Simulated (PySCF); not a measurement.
**TiI: one state, many levels of theory**

State: quartet, unpaired electrons σ ↑, π ↑, δ ↑, a mixture of terms (⟨Lz²⟩ = 4.8). Set-up: basis Ti x2c-TZVPPall, I x2c-TZVPPall; spin-free X2C with a Gaussian nucleus; PySCF 2.14. De refers to Ti (3d2 4s2) + I in their high-spin ground configurations, without counterpoise correction. The functionals are run spin-unrestricted. A positive dipole means Ti(−)I(+).

| Level | Re (Å) | ωe (cm⁻¹) | De (eV) | μ (D) |
| --- | --- | --- | --- | --- |
| UHF | 2.764 | 234 | n/a | -3.98 |
| UHF-MP2 | 2.649 | 254 | n/a | n/a |
| UHF-SCS-MP2 | 2.676 | 249 | n/a | n/a |
| PBE | 2.609 | 256 | n/a | -3.41 |
| TPSS | 2.621 | 253 | n/a | -3.61 |
| r²SCAN | 2.620 | 257 | n/a | -3.80 |
| M06-L | 2.627 | 252 | n/a | -4.17 |
| PBE0 | 2.625 | 256 | n/a | -4.01 |
| r²SCAN0 | 2.635 | 256 | n/a | -4.15 |
| M06-2X | 2.661 | 249 | n/a | -3.66 |
| ωB97X | 2.636 | 257 | n/a | -4.50 |

The bond length runs from 2.609 Å (PBE) to 2.764 Å (UHF).

Correlated steps freeze 23 core orbitals. De is left out where the level can put another filling of the metal’s s and d shells below the measured ground configuration, by anything from nothing to about 1 eV. These are scalar-relativistic numbers at best; spin–orbit coupling would shift them, the dissociation energy most. Counting both spins, an empty level lies below a filled one in some of these solutions, because spin and occupation are held. With d or f electrons several states lie close, and the lowest PBE0 determinant need not be the measured ground state.

The whole job (state search and all levels along the bond) took about 17 min on 2 threads of Arm Neoverse V2 (shared host), peak memory 6.8 GiB.
